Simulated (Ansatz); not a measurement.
# A relaxation, step by step

SiH₂Cl₂O, closed shell, PBE0-D4/def2-TZVP (Ansatz 0.2.0). Settings:

```yaml
hamiltonian: {xc: pbe0, dispersion: d4}
relax: {f_tol: 0.005, max_steps: 200}
```

Start, a step off a saddle point along its unstable mode:

```xyz
6
angstrom
Si 1.2307 0.1877 0.0336
O 0.0886 -0.9514 -0.3098
H -1.0716 0.3622 -0.3144
Cl -1.3194 1.5059 -0.3156
Cl 0.9658 0.2236 2.1056
H 0.1058 -1.3280 -1.1995
```

| step | energy less the last (meV) | largest force component (eV/Å) |
| --- | --- | --- |
| 1 | 590.4 | 5.650 |
| 2 | 172.5 | 1.783 |
| 3 | 117.6 | 1.168 |
| 4 | 99.5 | 1.414 |
| 5 | 68.2 | 0.461 |
| 6 (rejected trial) | 78.6 | 1.039 |
| 7 | 43.3 | 0.200 |
| 8 | 31.7 | 0.167 |
| 9 | 17.7 | 0.090 |
| 10 | 6.2 | 0.048 |
| 11 (rejected trial) | 19.4 | 0.428 |
| 12 | 3.8 | 0.191 |
| 13 | 3.2 | 0.119 |
| 14 | 0.4 | 0.007 |
| 15 | 0.4 | 0.008 |
| 16 (rejected trial) | 0.9 | 0.153 |
| 17 | 0.2 | 0.004 |
| 18 | 0.1 | 0.061 |
| 19 | 0.0 | 0.012 |
| 20 | 0.0 | 0.001 |

Step 8, positions (Å) and forces (eV/Å):

```
atom       x       y       z      Fx      Fy      Fz
 Si1   1.663  -0.372   0.216  -0.079  -0.049   0.052
  O2   0.173  -0.874  -0.339   0.142   0.060  -0.054
  H3  -1.243   0.540  -0.245  -0.085   0.161  -0.034
 Cl4  -1.868   1.650  -0.490   0.067  -0.167   0.039
 Cl5   1.074   0.283   2.095   0.004  -0.012  -0.065
  H6   0.201  -1.226  -1.237  -0.048   0.007   0.063
```

Step 13, positions (Å) and forces (eV/Å):

```csv
atom,x,y,z,Fx,Fy,Fz
Si1,1.640,-0.839,0.455,0.119,-0.075,-0.022
O2,0.257,-0.658,-0.441,-0.083,0.076,-0.065
H3,-1.174,0.655,-0.300,0.054,-0.041,0.002
Cl4,-2.126,1.515,-0.435,-0.058,0.045,-0.003
Cl5,1.172,0.447,2.006,-0.043,0.022,0.029
H6,0.231,-1.120,-1.285,0.012,-0.028,0.058
```

Step 18, positions (Å) and forces (eV/Å):

| atom | x | y | z | Fx | Fy | Fz |
| --- | --- | --- | --- | --- | --- | --- |
| Si1 | 1.598 | -0.921 | 0.505 | -0.061 | 0.039 | -0.013 |
| O2 | 0.298 | -0.596 | -0.481 | 0.053 | -0.018 | 0.031 |
| H3 | -1.153 | 0.691 | -0.330 | -0.005 | 0.005 | -0.001 |
| Cl4 | -2.174 | 1.481 | -0.397 | 0.007 | -0.006 | 0.000 |
| Cl5 | 1.187 | 0.474 | 1.983 | 0.010 | -0.020 | -0.015 |
| H6 | 0.244 | -1.129 | -1.281 | -0.005 | 0.000 | -0.003 |

Last step (20):

```
6
angstrom
Si 1.5959 -0.9192 0.5051
O 0.2988 -0.5960 -0.4809
H -1.1511 0.6914 -0.3306
Cl -2.1738 1.4789 -0.3965
Cl 1.1879 0.4735 1.9838
H 0.2424 -1.1287 -1.2810
```

The run took about 61 s on 2 CPU threads of an Arm Neoverse V2 (shared host).
